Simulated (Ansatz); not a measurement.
Consider the isomerisation: `OCC1C[SiH2]1` → `CC(C)O[SiH]`.

Computed with Ansatz on PBE0-D4/def2-TZVP structures; ΔE is electronic, products minus reactants. CCSD(T)/CBS is the MP2 limit (def2-TZVPP, def2-QZVPP) plus CCSD(T) − MP2 in def2-TZVPP, frozen cores. Functionals use def2-TZVPP. HSE06 is defined as in plane-wave codes. One conformer a species, not always the lowest.

**Question.** Is it downhill or uphill in electronic energy at CCSD(T)/CBS, and by how much? (An estimate is asked.)

**Answer.** Ansatz gave: Downhill: ΔE = -100.2 kJ/mol.

**Question.** What do these levels give: r2SCAN-D4, B97M-V, HSE06-D4, ωB97M-V, PBE-QIDH, r2SCAN, r2SCANh, LC-ωPBE, MP2/def2-SVP, HF/def2-TZVPP, MP2/def2-QZVPP, SCS-MP2/def2-QZVPP? (Estimate.)

**Answer.** The calculation gave: r2SCAN-D4 -82.9, B97M-V -101.2, HSE06-D4 -83.4, ωB97M-V -103.7, PBE-QIDH -84.1, r2SCAN -82.5, r2SCANh -82.4, LC-ωPBE -77.0, MP2/def2-SVP -102.4, HF/def2-TZVPP -124.2, MP2/def2-QZVPP -88.5, SCS-MP2/def2-QZVPP -99.1 kJ/mol.

Largest T1 diagnostic among the species: 0.014.

Leaving LDA and LC-ωPBE aside and taking each functional with its dispersion term where it has one, the values, not all of them listed here, spread over 33.2 kJ/mol, from BLYP-D4 to r2SCANh-D4. LDA lies +8.0 kJ/mol from PBE without D4. At CCSD(T), def2-SVP lies −16.7 kJ/mol from the extrapolated value and def2-TZVPP −4.5 kJ/mol.
